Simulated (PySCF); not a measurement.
Compound: C₃F₅O (doublet state).
Z-matrix (Å and degrees, GFN2-xTB geometry), rows numbered from 1:
```
O 
C   1  1.2177
C   2  1.4195  1  124.85
F   3  1.3070  2  124.58  1   179.92
F   3  1.3042  2  123.27  1    -0.13
C   2  1.5593  1  121.73  3   179.98
F   6  1.3229  2  111.33  1     0.15
F   6  1.3395  2  111.05  1   120.58
F   6  1.3394  2  111.13  1  -120.32
```

The hyperfine couplings belong to this conformer and change with its torsions.

As a line formula: `O=C([C](F)F)C(F)(F)F` [radical].

Method: UKS B3LYP, pcH-1 on C F O, non-relativistic, mean-field spin-orbit, GIAO (PySCF). Geometry: GFN2-xTB, one conformer, isolated molecule. A GFN2-xTB geometry isn't a minimum of the functional, and hyperfine couplings can be far from their values at a DFT geometry. The SCF solution wasn't tested for stability.

Give the principal g shifts and their parts.

```csv
Δg (ppt),1,2,3
relativistic mass correction,-0.29,-0.29,-0.29
gauge correction,-0.01,0.05,0.06
orbital Zeeman/spin–orbit,-0.15,4.47,6.16
total,-0.44,4.23,5.93
```

So g = 2.00188, 2.00655, 2.00825 and g_iso = 2.00556; the tensor is rhombic: the two nearest values differ by 27 % of g3 − g1. Axes: g2 points within 8° of the C3–F5 bond and g3 points within 15° of the O1–C2 bond.

What are the electron Larmor frequencies g μB B/h along the three axes at 1200 mT?

33.6225, 33.7011, 33.7296 GHz for g1, g2 and g3, a range of 107.1 MHz.

What effective moment and Curie constant follow for a powder?

With the mean of g² = 4.0223 and S(S+1) = 0.75: μ_eff = √(⟨g²⟩S(S+1)) = 1.737 μB and χT = 0.12505·⟨g²⟩·S(S+1) = 0.377 cm³ K/mol (cgs; spin-Hamiltonian part alone).

In a frozen sample, at which fields do the three g values resonate at 9.5, 34, 94 and 263 GHz (hyperfine left aside), and which band first spreads them over more than twice a line width of 0.5 mT?

```tsv
band	GHz	B(g3) mT	B(g2) mT	B(g1) mT	spread mT
X	9.5	337.98	338.27	339.06	1.08
Q	34.0	1209.62	1210.64	1213.47	3.85
W	94.0	3344.24	3347.08	3354.89	10.65
J	263.0	9356.77	9364.69	9386.56	29.79
```

The spread grows in proportion to the frequency. X band is the first where it exceeds 1.0 mT.

The largest Mulliken spin populations are on C3 (+0.57) and O1 (+0.37). The angles at C3 add up to 360.0°, so it is planar.

The HOMO–LUMO gaps are 6.35 eV among the α and 4.28 eV among the β orbitals.
